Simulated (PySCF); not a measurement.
Computed with delta-SCF UKS SCAN, pcX-2 on the ionised atom, pcseg-1 elsewhere, spin-free X2C (PySCF). Geometries: PBE0-D3(BJ)/def2-SVP; isolated species, one conformer each. Values against the vacuum level.

Question: Order these sites by rising C 1s binding energy.
A. C3 in `[CH3:1][O:2][C@H:3]1[CH2:4][S:5]1`
B. C3 in `[O:1]=[S:2]1[CH2:3][CH2:4][CH2:5]1`
C. C4 in `[CH3:1][O:2][C:3]([CH3:4])=[S:5]`
D. C2 in `[CH2:1]=[CH:2][AlH2-:3][AsH3+:4]`

Answer: D (289.25 eV), B (291.10 eV), C (291.49 eV), A (293.02 eV).

From the lowest up, the atoms are bonded to: C (double bond), H and Al (289.25); S, C and 2 H (291.10); C and 3 H (291.49); O, S, C and H (293.02).

Question: Rank by computed O 1s binding energy, lowest first.
A. Oxygen in `CO[C@H]1CS1`
B. Oxygen in `O=S1CCC1`
C. Oxygen in `COC(C)=S`

Answer: B (536.51 eV), A (539.02 eV), C (539.56 eV).

From the lowest up, the atoms are bonded to: S (double bond) (536.51); 2 C (539.02); 2 C (539.56).

Question: Rank by computed S 1s binding energy, lowest first.
A. Sulfur in `COC(C)=S`
B. Sulfur in `C1CCS1=O`
C. Sulfur in `CO[C@H]1CS1`

Answer: A (2475.80 eV), C (2476.65 eV), B (2479.77 eV).

From the lowest up, the atoms are bonded to: C (double bond) (2475.80); 2 C (2476.65); O (double bond) and 2 C (2479.77).
